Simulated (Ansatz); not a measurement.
As₅O₆⁺, relaxed as a quintet with UKS PBE-D4/def2-SVP in Ansatz, starting from the PBE-D4/def2-SVP geometry of the charge +1 singlet. Force threshold 0.03 eV/Å.

The relaxation made no stability test and no search for a lower SCF solution. At PBE-D4/def2-SVP a singlet of charge 1 lies 3.76 eV below the quintet, each at its own geometry. The structure comes from a short search, and lower isomers may exist.

Start:

```xyz
11

As    2.292    1.658    0.098
As    0.139    0.217   -2.064
As    0.280   -0.356    2.161
As   -2.293    0.052    0.193
As    0.010   -2.170    0.251
O    -1.723   -1.672    0.085
O    -1.342    0.728   -1.217
O     1.315    1.553   -1.320
O     0.788   -1.110   -1.031
O     1.688    0.572    1.293
O    -1.153    0.528    1.551
```

**Question.** Estimate the energy that the relaxation releases and the steps that it takes.

**Answer.** 43.8 kcal/mol, in 19 steps; 2.6 min on 4 threads of Arm Neoverse V2 on a shared host. No frequencies were taken in this run, so the end may be a saddle point.

**Question.** Does the start keep its bonding?

**Answer.** Bonds lost: As3–As5 (atoms count from 1).

**Question.** Predict the relaxed structure.

**Answer.** 
| atom | x (Å) | y (Å) | z (Å) |
| --- | --- | --- | --- |
| As1 | 2.3172 | 1.4069 | 0.1967 |
| As2 | 0.1733 | 0.4132 | -2.0789 |
| As3 | 0.0608 | 0.7690 | 2.5749 |
| As4 | -2.1429 | -0.1607 | 0.2914 |
| As5 | 0.2626 | -2.3540 | -0.2722 |
| O6 | -1.4236 | -1.7986 | 0.1851 |
| O7 | -0.8991 | 0.8086 | -0.6547 |
| O8 | 1.5545 | 1.3582 | -1.4769 |
| O9 | 0.5947 | -1.2915 | -1.7353 |
| O10 | 1.1073 | 0.3573 | 1.1093 |
| O11 | -1.6048 | 0.4917 | 1.8606 |
Bond lengths: 12 × As–O 1.78 to 1.85 Å.
